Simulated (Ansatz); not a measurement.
def2 core potentials replace the inner electrons of Sn.

Species: C₂H₆O₃Sn, SMILES `[OH][Sn]([CH]=C)([OH])[OH]` (charge 0, multiplicity 1), formula C$_{2}$H$_{6}$O$_{3}$Sn.

Q: How many basis functions does Ansatz (a quantum-chemistry and plane-wave program) with frozen-core CCSD(T)/def2-TZVPP // PBE0-D3(BJ)/def2-SVP use, how many core orbitals are frozen, and how many electrons are correlated?

A: 289 basis functions and 9 frozen orbitals, which leaves 46 correlated electrons (filled d shells below the valence shell are correlated). Core time is of the order of minutes.
